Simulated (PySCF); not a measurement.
# Mg⁺ (magnesium, charge +1) across methods

[Ne] 3s1, 2S determinant. Calculation: PySCF 2.14, in aug-cc-pVQZ-DK; the spin-free X2C one-electron Hamiltonian (Gaussian nucleus).

| method | E (hartree) | mean ε 2p α (eV) | mean ε 2p β (eV) | mean ε 3s α (eV) | Σ⟨r²⟩ (bohr²) | ⟨S²⟩ |
| --- | --- | --- | --- | --- | --- | --- |
| M06 | -200.0916 | -60.245 | -60.177 | -12.494 | 13.55 | 0.750 |
| UHF | -199.67747 | -70.882 | -70.724 | -14.760 | 13.97 | 0.750 |
| BHandHLYP | -200.1099 | -63.969 | -63.822 | -13.464 | 13.60 | 0.750 |
| LDA | -199.1509 | -56.100 | -55.948 | -12.007 | 13.57 | 0.750 |
| M06-L | -200.0878 | -57.071 | -57.011 | -11.776 | 13.44 | 0.751 |
| PBE | -199.9810 | -55.985 | -55.814 | -11.920 | 13.67 | 0.750 |
| PBE0 | -200.0001 | -59.976 | -59.809 | -12.728 | 13.70 | 0.750 |
| r2SCAN | -200.0787 | -57.283 | -57.159 | -12.074 | 13.66 | 0.750 |
| CAM-B3LYP | -200.1031 | -61.389 | -61.249 | -13.964 | 13.55 | 0.750 |
